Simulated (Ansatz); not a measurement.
Reaction (cleavage of the B–Si bond): `OB[SiH](F)[AlH2]` + `[SiH3]S` → `OBS[SiH3]` + `F[SiH2][AlH2]`

Gas-phase electronic energies from Ansatz, PBE0-D4/def2-TZVP geometries. CCSD(T)/CBS adds triple-zeta CCSD(T) − MP2 to the extrapolated MP2 energy (def2 sets, frozen cores). Functionals use def2-TZVPP. B3LYP here is the variant with VWN-RPA as its local correlation; programs differ in this. HSE06 is defined as in plane-wave codes. Each species was taken in one conformer, which may not be the lowest.

```json
{"level": "PBE-D4", "ΔE (kJ/mol)": "-86.7", "difference from CCSD(T)/CBS": "4.0"}
{"level": "revPBE-D4", "ΔE (kJ/mol)": "-87.4", "difference from CCSD(T)/CBS": "3.3"}
{"level": "BLYP-D4", "ΔE (kJ/mol)": "-87.8", "difference from CCSD(T)/CBS": "2.9"}
{"level": "r2SCAN-D4", "ΔE (kJ/mol)": "-92.1", "difference from CCSD(T)/CBS": "-1.4"}
{"level": "PBE0-D4", "ΔE (kJ/mol)": "-88.2", "difference from CCSD(T)/CBS": "2.5"}
{"level": "B3LYP-D4", "ΔE (kJ/mol)": "-88.9", "difference from CCSD(T)/CBS": "1.8"}
{"level": "r2SCANh-D4", "ΔE (kJ/mol)": "-92.3", "difference from CCSD(T)/CBS": "-1.6"}
{"level": "HSE06-D4", "ΔE (kJ/mol)": "-88.2", "difference from CCSD(T)/CBS": "2.5"}
{"level": "BHLYP-D4", "ΔE (kJ/mol)": "-91.0", "difference from CCSD(T)/CBS": "-0.3"}
{"level": "CAM-B3LYP-D4", "ΔE (kJ/mol)": "-88.8", "difference from CCSD(T)/CBS": "1.9"}
{"level": "ωB97X-V", "ΔE (kJ/mol)": "-87.2", "difference from CCSD(T)/CBS": "3.5"}
{"level": "ωB97M-V", "ΔE (kJ/mol)": "-90.7", "difference from CCSD(T)/CBS": "0.0"}
{"level": "B2PLYP", "ΔE (kJ/mol)": "-91.1", "difference from CCSD(T)/CBS": "-0.4"}
{"level": "PBE-QIDH", "ΔE (kJ/mol)": "-93.3", "difference from CCSD(T)/CBS": "-2.6"}
{"level": "PBE", "ΔE (kJ/mol)": "-85.1", "difference from CCSD(T)/CBS": "5.6"}
{"level": "revPBE", "ΔE (kJ/mol)": "-81.4", "difference from CCSD(T)/CBS": "9.3"}
{"level": "BLYP", "ΔE (kJ/mol)": "-83.8", "difference from CCSD(T)/CBS": "6.9"}
{"level": "r2SCAN", "ΔE (kJ/mol)": "-91.8", "difference from CCSD(T)/CBS": "-1.1"}
{"level": "PBE0", "ΔE (kJ/mol)": "-87.0", "difference from CCSD(T)/CBS": "3.7"}
{"level": "B3LYP", "ΔE (kJ/mol)": "-86.2", "difference from CCSD(T)/CBS": "4.5"}
{"level": "r2SCANh", "ΔE (kJ/mol)": "-92.1", "difference from CCSD(T)/CBS": "-1.4"}
{"level": "r2SCAN0", "ΔE (kJ/mol)": "-92.6", "difference from CCSD(T)/CBS": "-1.9"}
{"level": "HSE06", "ΔE (kJ/mol)": "-87.1", "difference from CCSD(T)/CBS": "3.6"}
{"level": "BHLYP", "ΔE (kJ/mol)": "-89.3", "difference from CCSD(T)/CBS": "1.4"}
{"level": "CAM-B3LYP", "ΔE (kJ/mol)": "-87.7", "difference from CCSD(T)/CBS": "3.0"}
{"level": "LC-ωPBE", "ΔE (kJ/mol)": "-85.1", "difference from CCSD(T)/CBS": "5.6"}
{"level": "RPA@PBE/def2-TZVPP", "ΔE (kJ/mol)": "-85.8", "difference from CCSD(T)/CBS": "4.9"}
{"level": "HF/def2-SVP", "ΔE (kJ/mol)": "-89.1", "difference from CCSD(T)/CBS": "1.6"}
{"level": "MP2/def2-SVP", "ΔE (kJ/mol)": "-100.1", "difference from CCSD(T)/CBS": "-9.4"}
{"level": "CCSD/def2-SVP", "ΔE (kJ/mol)": "-90.3", "difference from CCSD(T)/CBS": "0.4"}
{"level": "CCSD(T)/def2-SVP", "ΔE (kJ/mol)": "-92.1", "difference from CCSD(T)/CBS": "-1.4"}
{"level": "HF/def2-TZVPP", "ΔE (kJ/mol)": "-88.1", "difference from CCSD(T)/CBS": "2.6"}
{"level": "MP2/def2-TZVPP", "ΔE (kJ/mol)": "-99.0", "difference from CCSD(T)/CBS": "-8.3"}
{"level": "SCS-MP2/def2-TZVPP", "ΔE (kJ/mol)": "-94.5", "difference from CCSD(T)/CBS": "-3.8"}
{"level": "CCSD/def2-TZVPP", "ΔE (kJ/mol)": "-87.8", "difference from CCSD(T)/CBS": "2.9"}
{"level": "HF/def2-QZVPP", "ΔE (kJ/mol)": "-88.2", "difference from CCSD(T)/CBS": "2.5"}
{"level": "MP2/def2-QZVPP", "ΔE (kJ/mol)": "-99.3", "difference from CCSD(T)/CBS": "-8.6"}
{"level": "SCS-MP2/def2-QZVPP", "ΔE (kJ/mol)": "-94.9", "difference from CCSD(T)/CBS": "-4.2"}
{"level": "HF/CBS(def2)", "ΔE (kJ/mol)": "-88.2", "difference from CCSD(T)/CBS": "2.5"}
{"level": "MP2/CBS(def2)", "ΔE (kJ/mol)": "-99.5", "difference from CCSD(T)/CBS": "-8.8"}
{"level": "CCSD(T)/CBS", "ΔE (kJ/mol)": "-90.7", "difference from CCSD(T)/CBS": "0"}
```

Problem. What do rigid-rotor, harmonic-oscillator terms from PBE0-D4/def2-TZVP frequencies (298.15 K, 1 bar) make of the CCSD(T)/CBS value? (Best estimate.)

Solution. The calculation gave: ΔZPE = +3.2 kJ/mol, ΔH = -89.5 kJ/mol, ΔS = -11 J/(mol·K), ΔG = -86.2 kJ/mol. Modes under 50 cm⁻¹ make the entropy rough.

Largest T1 diagnostic among the species: 0.014.

Leaving LDA and LC-ωPBE aside and taking each functional with its dispersion term where it has one, the values spread over 6.7 kJ/mol, from PBE-QIDH to PBE-D4. LDA lies −8.0 kJ/mol from PBE without D4. From BLYP to BHLYP (50 % exact exchange), in def2-TZVPP and without D4, ΔE moves by −5.4 kJ/mol.
